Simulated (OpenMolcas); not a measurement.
## Er3+: moving or changing the point charges

Er3+ among 4 point charges of -2 e arranged as a tetrahedron (Td), 2.27 Å from the ion.

| Property | Result |
| --- | --- |
| Program | OpenMolcas |
| Method | CASSCF |
| Basis | ANO-RCC-VDZP [7s6p4d2f1g] |
| Scalar Hamiltonian | DKH2, point nucleus |
| Active space | 11 electrons in 7 orbitals (4f) |
| State averaging | 2S+1 = 4 odd, 35 roots (30 in the spin-orbit step); 2S+1 = 2 odd, 73 roots kept (CI in the orbitals of an earlier block) |
| Spin-orbit coupling | RASSI with atomic mean-field integrals over the reference wave functions |

Runs around this geometry, states (labels of Td). Energies in cm-1 above the lowest state or level, χT in cm3 K/mol.

| R (Å) | Ground state | First state of that spin | First gap with spin-orbit (degeneracies) | Width of lowest J | χT at 300 K |
| --- | --- | --- | --- | --- | --- |
| 2.27 | 4E | 4T1 12.8 | 12.4 (2, 4) | 158 | 11.408 |
| 2.42 | 4E | 4T1 9.4 | 9.3 (2, 4) | 116 | 11.421 |
| 2.63 | 4E | 4T1 6.2 | 6.2 (2, 4) | 77 | 11.430 |

Taking the width of the lowest J multiplet as R^-n, n = -ln(77 / 158) / ln(2.63 / 2.27) = 4.9 between the shortest and longest distance.

High states are left out of the spin-orbit mixing, which shifts the levels that they would mix with. Point charges carry no covalency, so the field is a model and not that of real ligands. No measured value stands beside these numbers.
